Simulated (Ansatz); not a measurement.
Ansatz (an electronic-structure program) input (B3LYP-D3(BJ)/def2-TZVP):

Ansatz 0.2 input:
```yaml
crystal:
  periodic: [false, false, false]
  atoms:
    - {symbol: Si, position_ang: [0.05879810, 0.01416643, -0.03744526]}
    - {symbol: O, position_ang: [1.44470528, -0.41446513, -0.76160645]}
    - {symbol: O, position_ang: [0.44590269, 0.69317588, 1.39122640]}
    - {symbol: O, position_ang: [-0.75516218, 1.13802342, -0.89236366]}
    - {symbol: N, position_ang: [-0.89232763, -1.40134921, 0.15584531]}
    - {symbol: H, position_ang: [1.40737801, -0.84350208, -1.61044627]}
    - {symbol: H, position_ang: [1.10589551, 0.25871810, 1.92298302]}
    - {symbol: H, position_ang: [-1.00879809, 1.94319860, -0.44990543]}
    - {symbol: H, position_ang: [-1.89198045, -1.41289765, 0.25412840]}
basis:
  gaussian:
    orbitals: def2-TZVP
hamiltonian:
  xc: b3lyp
  dispersion: d3bj
magnetization: {spin_polarized: true, initial_magnetization: 1}
relax: {f_tol: 0.002, max_steps: 150}
```

Output:

```
Functional definition: B3LYP
integrals: 0.10 GiB planned
1045 factors; their error is unknown
mean field: 1.16 GiB planned
mean field evaluation 1: about -15566.2575 eV, gradient 6.9e1 eV
mean field evaluation 2: about -15546.2922 eV, gradient 1.0e2 eV
mean field evaluation 4: about -15581.0013 eV, gradient 4.9e0 eV
mean field evaluation 8: about -15581.1271 eV, gradient 2.6e-1 eV
mean field evaluation 16: about -15581.1273 eV, gradient 7.2e-4 eV
mean field -15581.12726682 eV, -572.5958657882 hartree, gradient 1.9e-5 eV, S^2 0.753078; 2 other end points of the search recorded, 0 dependent functions left out
the calculation of the forces begins
reference -15581.12749793 eV, -572.5958742815 hartree; 25, 24 occupied and 160, 161 virtual orbitals, 1045 factors
relax step   1: F+E_penalty+E_count = -15581.42241799 eV  Δ(F+E_penalty+E_count) = +0.000e0 eV  max|allowed force component| = 8.726e-1 eV/Å  Δτ_max = 0.0000 Å  (62 SCF iters, accepted)
these checks for a lower state are left out or cut short: starts, cluster_reference, orbital_swaps, neighbouring_geometries, increment
integrals: 0.10 GiB planned
1045 factors; their error is unknown
mean field: 1.16 GiB planned
mean field evaluation 32: about -15581.1197 eV, gradient 1.4e0 eV
mean field -15581.16328615 eV, -572.5971894741 hartree, gradient 9.3e-6 eV, S^2 0.753107; 0 other end points of the search recorded, 0 dependent functions left out
the calculation of the forces begins
reference -15581.16351754 eV, -572.5971979776 hartree; 25, 24 occupied and 160, 161 virtual orbitals, 1045 factors
relax step   2: F+E_penalty+E_count = -15581.45779070 eV  Δ(F+E_penalty+E_count) = -3.537e-2 eV  max|allowed force component| = 6.547e-1 eV/Å  Δτ_max = 0.0212 Å  (48 SCF iters, accepted)
these checks for a lower state are left out or cut short: starts, cluster_reference, orbital_swaps, neighbouring_geometries, increment
integrals: 0.10 GiB planned
1045 factors; their error is unknown
mean field: 1.16 GiB planned
mean field -15581.19675638 eV, -572.5984194826 hartree, gradient 2.0e-5 eV, S^2 0.753154; 0 other end points of the search recorded, 0 dependent functions left out
the calculation of the forces begins
reference -15581.19698658 eV, -572.5984279422 hartree; 25, 24 occupied and 160, 161 virtual orbitals, 1045 factors
relax step   3: F+E_penalty+E_count = -15581.49076935 eV  Δ(F+E_penalty+E_count) = -3.298e-2 eV  max|allowed force component| = 3.335e-1 eV/Å  Δτ_max = 0.0794 Å  (44 SCF iters, accepted)
these checks for a lower state are left out or cut short: starts, cluster_reference, orbital_swaps, neighbouring_geometries, increment
integrals: 0.10 GiB planned
1045 factors; their error is unknown
mean field: 1.16 GiB planned
mean field -15581.20163789 eV, -572.5985988745 hartree, gradient 2.2e-5 eV, S^2 0.753127; 0 other end points of the search recorded, 0 dependent functions left out
the calculation of the forces begins
reference -15581.20186765 eV, -572.5986073183 hartree; 25, 24 occupied and 160, 161 virtual orbitals, 1045 factors
relax step   4: F+E_penalty+E_count = -15581.49603331 eV  Δ(F+E_penalty+E_count) = -5.264e-3 eV  max|allowed force component| = 1.068e-1 eV/Å  Δτ_max = 0.0185 Å  (43 SCF iters, accepted)
these checks for a lower state are left out or cut short: starts, cluster_reference, orbital_swaps, neighbouring_geometries, increment
integrals: 0.10 GiB planned
1045 factors; their error is unknown
mean field: 1.16 GiB planned
mean field evaluation 64: about -15581.2157 eV, gradient 8.2e-5 eV
mean field -15581.21572290 eV, -572.5991164894 hartree, gradient 1.6e-5 eV, S^2 0.753078; 0 other end points of the search recorded, 0 dependent functions left out
the calculation of the forces begins
reference -15581.21595181 eV, -572.5991249014 hartree; 25, 24 occupied and 160, 161 virtual orbitals, 1045 factors
relax step   5: F+E_penalty+E_count = -15581.51086093 eV  Δ(F+E_penalty+E_count) = -1.483e-2 eV  max|allowed force component| = 1.873e-1 eV/Å  Δτ_max = 0.1349 Å  (49 SCF iters, accepted)
these checks for a lower state are left out or cut short: starts, cluster_reference, orbital_swaps, neighbouring_geometries, increment
integrals: 0.10 GiB planned
1045 factors; their error is unknown
[...]
mean field: 1.16 GiB planned
mean field -15581.24810934 eV, -572.6003066691 hartree, gradient 6.1e-5 eV, S^2 0.753078; 0 other end points of the search recorded, 0 dependent functions left out
the calculation of the forces begins
reference -15581.24834008 eV, -572.6003151484 hartree; 25, 24 occupied and 160, 161 virtual orbitals, 1045 factors
relax step  12: F+E_penalty+E_count = -15581.54329783 eV  Δ(F+E_penalty+E_count) = -1.259e-3 eV  max|allowed force component| = 9.628e-2 eV/Å  Δτ_max = 0.1500 Å  (46 SCF iters, accepted)
these checks for a lower state are left out or cut short: starts, cluster_reference, orbital_swaps, neighbouring_geometries, increment
integrals: 0.10 GiB planned
1045 factors; their error is unknown
mean field: 1.16 GiB planned
mean field -15581.24240341 eV, -572.6000969798 hartree, gradient 1.9e-5 eV, S^2 0.753061; 0 other end points of the search recorded, 0 dependent functions left out
the calculation of the forces begins
reference -15581.24263518 eV, -572.6001054971 hartree; 25, 24 occupied and 160, 161 virtual orbitals, 1045 factors
relax step  13: F+E_penalty+E_count = -15581.53705913 eV  Δ(F+E_penalty+E_count) = +6.239e-3 eV  max|allowed force component| = 1.429e-1 eV/Å  Δτ_max = 0.1497 Å  (44 SCF iters, rejected (line search))
these checks for a lower state are left out or cut short: starts, cluster_reference, orbital_swaps, neighbouring_geometries, increment
integrals: 0.10 GiB planned
1045 factors; their error is unknown
mean field: 1.16 GiB planned
mean field -15581.25222681 eV, -572.6004579833 hartree, gradient 6.7e-5 eV, S^2 0.753109; 0 other end points of the search recorded, 0 dependent functions left out
the calculation of the forces begins
reference -15581.25245872 eV, -572.6004665056 hartree; 25, 24 occupied and 160, 161 virtual orbitals, 1045 factors
relax step  14: F+E_penalty+E_count = -15581.54637695 eV  Δ(F+E_penalty+E_count) = -3.079e-3 eV  max|allowed force component| = 8.837e-2 eV/Å  Δτ_max = 0.0748 Å  (42 SCF iters, accepted)
these checks for a lower state are left out or cut short: starts, cluster_reference, orbital_swaps, neighbouring_geometries, increment
integrals: 0.10 GiB planned
1045 factors; their error is unknown
mean field: 1.16 GiB planned
mean field evaluation 160: about -15581.2533 eV, gradient 2.6e-5 eV
mean field -15581.25333687 eV, -572.6004987773 hartree, gradient 6.1e-5 eV, S^2 0.753135; 0 other end points of the search recorded, 0 dependent functions left out
the calculation of the forces begins
reference -15581.25356789 eV, -572.6005072670 hartree; 25, 24 occupied and 160, 161 virtual orbitals, 1045 factors
relax step  15: F+E_penalty+E_count = -15581.54786521 eV  Δ(F+E_penalty+E_count) = -1.488e-3 eV  max|allowed force component| = 6.764e-2 eV/Å  Δτ_max = 0.0808 Å  (40 SCF iters, accepted)
these checks for a lower state are left out or cut short: starts, cluster_reference, orbital_swaps, neighbouring_geometries, increment
integrals: 0.10 GiB planned
1045 factors; their error is unknown
mean field: 1.16 GiB planned
mean field -15581.25400878 eV, -572.6005234694 hartree, gradient 1.8e-5 eV, S^2 0.753129; 0 other end points of the search recorded, 0 dependent functions left out
the calculation of the forces begins
reference -15581.25424014 eV, -572.6005319716 hartree; 25, 24 occupied and 160, 161 virtual orbitals, 1045 factors
relax step  16: F+E_penalty+E_count = -15581.54856337 eV  Δ(F+E_penalty+E_count) = -6.982e-4 eV  max|allowed force component| = 1.627e-2 eV/Å  Δτ_max = 0.0213 Å  (43 SCF iters, accepted)
these checks for a lower state are left out or cut short: starts, cluster_reference, orbital_swaps, neighbouring_geometries, increment
integrals: 0.10 GiB planned
1045 factors; their error is unknown
mean field: 1.16 GiB planned
mean field -15581.25406419 eV, -572.6005255055 hartree, gradient 1.8e-5 eV, S^2 0.753134; 0 other end points of the search recorded, 0 dependent functions left out
the calculation of the forces begins
reference -15581.25429568 eV, -572.6005340129 hartree; 25, 24 occupied and 160, 161 virtual orbitals, 1045 factors
relax step  17: F+E_penalty+E_count = -15581.54858369 eV  Δ(F+E_penalty+E_count) = -2.033e-5 eV  max|allowed force component| = 3.469e-2 eV/Å  Δτ_max = 0.0130 Å  (43 SCF iters, accepted)
these checks for a lower state are left out or cut short: starts, cluster_reference, orbital_swaps, neighbouring_geometries, increment
integrals: 0.10 GiB planned
1045 factors; their error is unknown
mean field: 1.16 GiB planned
mean field -15581.25412312 eV, -572.6005276713 hartree, gradient 1.7e-5 eV, S^2 0.753140; 0 other end points of the search recorded, 0 dependent functions left out
the calculation of the forces begins
reference -15581.25435463 eV, -572.6005361793 hartree; 25, 24 occupied and 160, 161 virtual orbitals, 1045 factors
relax step  18: F+E_penalty+E_count = -15581.54864426 eV  Δ(F+E_penalty+E_count) = -6.057e-5 eV  max|allowed force component| = 2.138e-2 eV/Å  Δτ_max = 0.0058 Å  (43 SCF iters, accepted)
these checks for a lower state are left out or cut short: starts, cluster_reference, orbital_swaps, neighbouring_geometries, increment
integrals: 0.10 GiB planned
1045 factors; their error is unknown
mean field: 1.16 GiB planned
mean field -15581.25416944 eV, -572.6005293735 hartree, gradient 1.6e-5 eV, S^2 0.753141; 0 other end points of the search recorded, 0 dependent functions left out
the calculation of the forces begins
reference -15581.25440103 eV, -572.6005378842 hartree; 25, 24 occupied and 160, 161 virtual orbitals, 1045 factors
relax step  19: F+E_penalty+E_count = -15581.54866748 eV  Δ(F+E_penalty+E_count) = -2.322e-5 eV  max|allowed force component| = 1.759e-2 eV/Å  Δτ_max = 0.0076 Å  (44 SCF iters, accepted)
these checks for a lower state are left out or cut short: starts, cluster_reference, orbital_swaps, neighbouring_geometries, increment
integrals: 0.10 GiB planned
1045 factors; their error is unknown
mean field: 1.16 GiB planned
mean field evaluation 192: about -15581.2540 eV, gradient 2.5e-1 eV
mean field -15581.25416977 eV, -572.6005293856 hartree, gradient 1.7e-5 eV, S^2 0.753150; 0 other end points of the search recorded, 0 dependent functions left out
the calculation of the forces begins
reference -15581.25440137 eV, -572.6005378970 hartree; 25, 24 occupied and 160, 161 virtual orbitals, 1045 factors
relax step  20: F+E_penalty+E_count = -15581.54868972 eV  Δ(F+E_penalty+E_count) = -2.224e-5 eV  max|allowed force component| = 1.019e-2 eV/Å  Δτ_max = 0.0088 Å  (43 SCF iters, accepted)
these checks for a lower state are left out or cut short: starts, cluster_reference, orbital_swaps, neighbouring_geometries, increment
integrals: 0.10 GiB planned
1045 factors; their error is unknown
mean field: 1.16 GiB planned
mean field -15581.25419079 eV, -572.6005301582 hartree, gradient 2.2e-5 eV, S^2 0.753151; 0 other end points of the search recorded, 0 dependent functions left out
the calculation of the forces begins
reference -15581.25442243 eV, -572.6005386707 hartree; 25, 24 occupied and 160, 161 virtual orbitals, 1045 factors
relax step  21: F+E_penalty+E_count = -15581.54869628 eV  Δ(F+E_penalty+E_count) = -6.569e-6 eV  max|allowed force component| = 2.732e-3 eV/Å  Δτ_max = 0.0024 Å  (34 SCF iters, accepted)
these checks for a lower state are left out or cut short: starts, cluster_reference, orbital_swaps, neighbouring_geometries, increment
integrals: 0.10 GiB planned
1045 factors; their error is unknown
mean field: 1.16 GiB planned
mean field -15581.25419465 eV, -572.6005303001 hartree, gradient 2.5e-5 eV, S^2 0.753151; 0 other end points of the search recorded, 0 dependent functions left out
the calculation of the forces begins
reference -15581.25442630 eV, -572.6005388128 hartree; 25, 24 occupied and 160, 161 virtual orbitals, 1045 factors
relax step  22: F+E_penalty+E_count = -15581.54869799 eV  Δ(F+E_penalty+E_count) = -1.709e-6 eV  max|allowed force component| = 3.919e-3 eV/Å  Δτ_max = 0.0016 Å  (31 SCF iters, accepted)
these checks for a lower state are left out or cut short: starts, cluster_reference, orbital_swaps, neighbouring_geometries, increment
integrals: 0.10 GiB planned
1045 factors; their error is unknown
mean field: 1.16 GiB planned
mean field -15581.25420008 eV, -572.6005304997 hartree, gradient 1.1e-5 eV, S^2 0.753152; 0 other end points of the search recorded, 0 dependent functions left out
the calculation of the forces begins
reference -15581.25443173 eV, -572.6005390125 hartree; 25, 24 occupied and 160, 161 virtual orbitals, 1045 factors
relax step  23: F+E_penalty+E_count = -15581.54869858 eV  Δ(F+E_penalty+E_count) = -5.840e-7 eV  max|allowed force component| = 3.149e-4 eV/Å  Δτ_max = 0.0004 Å  (31 SCF iters, accepted)
integrals: 0.10 GiB planned
1045 factors; their error is unknown
mean field: 1.16 GiB planned
mean field evaluation 224: about -15581.2200 eV, gradient 1.0e-1 eV
mean field -15581.25420008 eV, -572.6005304997 hartree, gradient 1.1e-5 eV, S^2 0.753152; 3 other end points of the search recorded, 0 dependent functions left out
the calculation of the forces begins
reference -15581.25443173 eV, -572.6005390125 hartree; 25, 24 occupied and 160, 161 virtual orbitals, 1045 factors
Total energy: -15581.54893022 eV, -572.6113616325 hartree
Atom 0 at    -0.036474     0.029243    -0.063204 Å, force     0.000150     0.000265     0.000315 eV/Å
Atom 1 at     1.419167    -0.346916    -0.715902 Å, force    -0.000058    -0.000052    -0.000053 eV/Å
Atom 2 at     0.284660     0.569403     1.452201 Å, force    -0.000132     0.000049    -0.000219 eV/Å
Atom 3 at    -0.867728     1.191493    -0.853640 Å, force     0.000027    -0.000017    -0.000036 eV/Å
Atom 4 at    -1.037845    -1.388853    -0.216081 Å, force    -0.000001    -0.000024     0.000007 eV/Å
Atom 5 at     1.419086    -0.915699    -1.490378 Å, force    -0.000047    -0.000018     0.000031 eV/Å
Atom 6 at     1.135480     0.329235     1.828169 Å, force     0.000046     0.000010    -0.000057 eV/Å
Atom 7 at    -0.760633     2.097023    -0.551441 Å, force     0.000059    -0.000081     0.000093 eV/Å
Atom 8 at    -1.641301    -1.589861     0.582694 Å, force    -0.000043    -0.000133    -0.000080 eV/Å
Dipole moment:     0.186933     0.046952     0.216737 e Å
```

It need not be the lowest isomer of its formula.
